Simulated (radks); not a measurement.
Values are calculated unless marked as measured or tabulated.
Isoelectronic series with 8 electrons, all held in the configuration [He] 2s2 2p4, which need not be the ground one along the series. Code: a radial shooting solver on a logarithmic mesh with Libxc functionals. Model: non-relativistic Kohn-Sham, r2SCAN, spin-polarised, spherical densities, point nucleus; open shells are filled with parallel spins first; meta-GGA in the generalised Kohn-Sham scheme. Total energies (hartree) and mean radii <r> (bohr):

| ion | E (hartree) | 2p down | 2p up | 2s down | 2s up |
|---|---|---|---|---|---|
| O | -75.03333 | 1.354 | 1.213 | 1.167 | 1.124 |
| Ne2+ | -126.58591 | 0.8321 | 0.7977 | 0.8401 | 0.8211 |
| Mg4+ | -192.18534 | 0.6163 | 0.5998 | 0.6553 | 0.6445 |
| Si6+ | -271.80498 | 0.4916 | 0.4818 | 0.5372 | 0.5303 |
| S8+ | -365.43552 | 0.4096 | 0.4031 | 0.4553 | 0.4504 |
| Ar10+ | -473.07264 | 0.3513 | 0.3466 | 0.3951 | 0.3915 |
| Ca12+ | -594.71406 | 0.3077 | 0.3041 | 0.3490 | 0.3463 |
| Ti14+ | -730.35842 | 0.2737 | 0.2710 | 0.3126 | 0.3104 |
| Cr16+ | -880.00490 | 0.2466 | 0.2444 | 0.2830 | 0.2813 |
| Fe18+ | -1043.65295 | 0.2243 | 0.2225 | 0.2586 | 0.2571 |
| Ni20+ | -1221.30220 | 0.2058 | 0.2043 | 0.2381 | 0.2368 |
